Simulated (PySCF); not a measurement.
## Two-component Hartree-Fock for Zr³⁺ (zirconium, charge +3)

Start: [Kr] 4d1; 4d5/2 filled at m_j = +5/2. Calculated with PySCF 2.14 in x2c-TZVPPall-2c (8s9p7d2f1g, 93 functions): generalised Hartree-Fock with the X2C-1e Hamiltonian and a Gaussian nucleus; one run each with spin-orbit coupling (SO) screened by Boettger's factors, then bare. This is a chosen level, not necessarily the ground level.

```
spinor shell  electrons  ε, screened SO (eV)  ε, bare SO (eV)  weight of nominal j (bare SO)  rms radius, bare SO (bohr)
       1s1/2          2             -18125.0         -18124.9                          1.000                      0.0426
       2s1/2          2              -2607.3          -2607.3                          1.000                       0.176
       2p1/2          2              -2381.3          -2384.6                          1.000                       0.154
       2p3/2          4              -2294.2          -2292.8                          1.000                       0.158
       3s1/2          2              -481.72          -481.72                          1.000                       0.488
       3p1/2          2              -395.94          -396.49                          1.000                       0.488
       3p3/2          4              -381.46          -381.23                          1.000                       0.499
       3d3/2          4              -230.33          -230.86                          0.999                       0.493
       3d5/2          6              -227.88          -227.54                          0.999                       0.497
       4s1/2          2              -95.055          -95.060                          1.000                        1.29
       4p3/2          4              -66.739          -66.715                          0.968                        1.45
       4p1/2          2              -68.279          -68.351                          0.936                        1.42
       4d5/2          1              -33.760          -33.735                          1.000                        1.99
```

| quantity | screened SO | bare SO |
| --- | --- | --- |
| E (hartree) | -3594.88634 | -3594.92513 |
| M_J | 5/2 | 5/2 |
| ⟨J²⟩ | 8.755 | 8.755 |
| ⟨L²⟩ | 6.012 | 6.013 |
| ⟨S²⟩ | 0.758 | 0.759 |

Each row is a mean over spinors that exchange with the open shell spreads, by up to 3.721 eV (4p3/2).

Breit and QED terms are absent; they matter most for the inner s and p1/2 levels.

Densities and radii are taken from the X2C orbitals without a picture-change correction, which distorts them close to the nucleus.
